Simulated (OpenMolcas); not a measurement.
An atom or ion with 7 electrons was computed by XMS-CASPT2, IPEA 0.25 Eh, imaginary shift 0.1 Eh with spin-orbit coupling (OpenMolcas, ANO-RCC-VTZP, DKH2). The lowest levels that the run gave, each within 12 % of the measured value where one is at hand:

```
  J  Parity  E (cm-1)      g
3/2     odd       0.0  2.002
3/2     odd     19700  0.800
5/2     odd     19700  1.200
3/2     odd     29100  1.334
1/2     odd     29100  0.666
5/2    even     86310  1.601
3/2    even     86380  1.735
1/2    even     86410  2.671
```

Problem. Which ion is it, and what are the configurations and terms?

Solution. N (Z = 7, neutral; active space 5 electrons in 4 orbitals (2s 2p)). J, parity and g give the terms where levels are pure, and mixed ones are named by the computed weights; the size of the splittings, set against known spectra of the 7-electron sequence, gives the charge. In order, with the measured energies in cm-1 (NIST Handbook of Basic Atomic Spectroscopic Data): 2s2 2p3 4S* 3/2, 2s2 2p3 2D* 3/2 (19233), 2s2 2p3 2D* 5/2 (19224), 2s2 2p3 2P* 3/2 (28839), 2s2 2p3 2P* 1/2 (28839), 2s 2p4 4P 5/2 (88107), 2s 2p4 4P 3/2 (88151), 2s 2p4 4P 1/2 (88171).

Term energies are means over components that CASPT2 splits; among the terms shown or strongly mixed into the levels shown the widest spread is 540 cm-1 (2s2 2p3 2D*). Measured partners are found by configuration, term and J. A level has none where our copy of the source lacks it or the pairing is in doubt (some pairs that miss far off the trend of their configuration count as doubtful), and it then counts in no deviation. Only configurations of the active space appear.

* marks odd parity.
